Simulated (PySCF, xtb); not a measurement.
2,2,2-trifluoroethanol (C2H3F3O), SMILES FC(F)(CO)F. The values are those of a single conformer.

Harmonic wavenumbers (cm⁻¹) from GFN2-xTB (xtb 6.7.1) at its own minimum, in rising order: 76, 194, 300, 374, 402, 472, 493, 599, 797, 914, 1058, 1088, 1119, 1169, 1188, 1294, 1331, 1433, 2896, 3001, 3506.

What does PBE-D3(BJ)/def2-SVP in PySCF give at its own minimum? (The exact figures need the calculation; the answer reports its results.)

112, 214, 326, 394, 424, 520, 533, 648, 814, 921, 1093, 1138, 1172, 1229, 1266, 1347, 1393, 1419, 2925, 3050, 3690. Paired by order, the mean absolute difference is 45 cm⁻¹ and the zero-point energies are 33.9 and 35.2 kcal/mol.
